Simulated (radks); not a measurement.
Excited configurations of neutral calcium: one electron is placed in a higher orbital outside [Ar] 4s1. The ground configuration is [Ar] 4s2. Calculated with a radial shooting solver on a logarithmic mesh with Libxc functionals: Dirac Kohn-Sham, BLYP, spin-unpolarised, spherical densities, point nucleus; open shells fill j = l - 1/2 first. Excitation = E - E(ground); binding = E(ion) - E, where the ion is the core of charge +1; n* = 1/sqrt(2 binding) in atomic units, and the quantum defect is n - n*.

outer orbital  excitation (eV)  binding (eV)  quantum defect  eigenvalue (eV)  <r> (bohr)
3d3/2                    2.274         3.956           1.145           -0.665       3.435
4d3/2                    4.747         1.483           0.971           -0.566       10.64
5s1/2                    4.118         2.111           2.461           -1.167       9.836
5p1/2                    4.615         1.614           2.097           -0.873       12.19
5d3/2                    5.238         0.991           1.295           -0.503       19.08
7s1/2                    5.416         0.813           2.910           -0.501       28.47

The Delta-SCF ionisation energy is 6.230 eV (NIST Atomic Spectra Database: 6.113 eV, measured). Self-interaction in the functional shifts the binding energies and quantum defects, so they are the method's values and not measured ones. Spin polarisation and multiplet splitting are left out, so open shells lie too high by an amount that depends on their filling.

Beside tabulated values, note that spin-unpolarised runs miss the spin-polarisation part of the exchange energy of open shells.
